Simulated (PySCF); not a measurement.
C₇H₉N₃.
Numbering: `[CH:1]#[C:2][c:3]1[n:4][n:5][cH:6][n:7]1[CH2:8][CH2:9][CH3:10]`

Definitions: NICS(0) = −σiso at the ring centroid; NICS(1) = −σiso and NICS(1)zz = −σzz at ±1 Å along the ring normal z. Level: GIAO PBE0/pcSseg-1 (PySCF, non-relativistic, gas phase) on the GFN2-xTB geometry, one conformer.

Ring bond lengths (Å), with Mayer bond orders in brackets: C3–N4 1.311 (1.55), N4–N5 1.335 (1.25), N5–C6 1.301 (1.59), C6–N7 1.357 (1.19), N7–C3 1.373 (1.07).

What do the NICS probes read (ppm)?

```json
{"ring": "C3–N4–N5–C6–N7", "type": "5-membered ring with 3 N; formal bonds all aromatic", "NICS(0)": "-11.7", "NICS(1), two faces": "-11.6 / -11.4", "NICS(1)zz, two faces": "-30.3 / -29.3", "rms pucker (Å)": "0.00", "centre to ring atoms, mean (Å)": "1.14"}
```

What can be read from them?

- C3–N4–N5–C6–N7: mean NICS(1)zz -29.8 ppm, shielded, aromatic by this magnetic criterion (flat ring, no four-coordinate atom).

And the bond-length index? HOMA = 1 − mean of α(R − Ropt)² over the ring bonds, with Krygowski's 1993 parameters (CN: Ropt 1.334 Å, α 93.52 Å⁻²; NN: Ropt 1.309 Å, α 130.33 Å⁻²).

- C3–N4–N5–C6–N7: HOMA 0.91; the largest term is that of N7–C3, α(R − Ropt)² = 0.15. The geometric and the magnetic index point the same way.

What field does 7.05 T along the ring normal induce along that normal at the second NICS(1) probe listed for ring C3–N4–N5–C6–N7, 1 Å off the ring?

NICSzz × B0 = -29.3 ppm × 7.05 T = -207 μT, against the applied field.

List the ring angles and the Hirshfeld charges of the ring atoms.

- C3–N4–N5–C6–N7: C3 109.8° (+0.081 e), N4 107.9° (-0.148 e), N5 108.1° (-0.158 e), C6 110.8° (+0.043 e), N7 103.3° (+0.003 e); sum 540.0° against 540° for a flat convex ring.

Hardware: Arm Neoverse V2, one thread, no GPU (shared host). Cost: 33 s wall, 1.1 GiB resident at most. This is the whole shielding run at PBE0/pcSseg-1, SCF included.

The values belong to the conformer `[CH:1]#[C:2][c:3]1[n:4][n:5][cH:6][n:7]1[CH2:8][CH2:9][CH3:10]`: C6–N7–C8–C9 -98°, N7–C8–C9–C10 64°.
